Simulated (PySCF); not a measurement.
F3ISi. Atoms are numbered in the order given.

```xyz
5

F     -1.2930     0.7465     1.7542
Si     0.0000     0.0000     1.1841
F      0.0000    -1.4931     1.7542
F      1.2930     0.7465     1.7542
I      0.0000     0.0000    -1.2064
```
Charge 0, spin multiplicity 1.

Coordinates come from a r2SCAN-D4/def2-SVP optimisation. The def2 effective core potentials stand for the cores of I; spin–orbit coupling is left out.

Computed with PBE0/def2-TZVP run with PySCF.

ESP charges are fitted to the potential on shells at 1.4 to 2.0 van der Waals radii. Atomic charges (e):

```json
[
 {"atom": "F1", "ESP fit": "-0.11", "Löwdin": "0.04", "Mulliken": "-0.27"},
 {"atom": "Si2", "ESP fit": "0.30", "Löwdin": "-0.39", "Mulliken": "0.87"},
 {"atom": "F3", "ESP fit": "-0.12", "Löwdin": "0.04", "Mulliken": "-0.27"},
 {"atom": "F4", "ESP fit": "-0.11", "Löwdin": "0.04", "Mulliken": "-0.27"},
 {"atom": "I5", "ESP fit": "0.05", "Löwdin": "0.27", "Mulliken": "-0.07"}
]
```

Problem. Give the Mayer and Wiberg (Löwdin basis) orders of the bonds. (The exact figures need the calculation; the answer reports its results.)

Solution. 
```
bond    Mayer  Wiberg
------  -----  ------
F1–Si2   1.16    1.74
Si2–F3   1.16    1.74
Si2–F4   1.16    1.74
Si2–I5   1.24    1.76
```
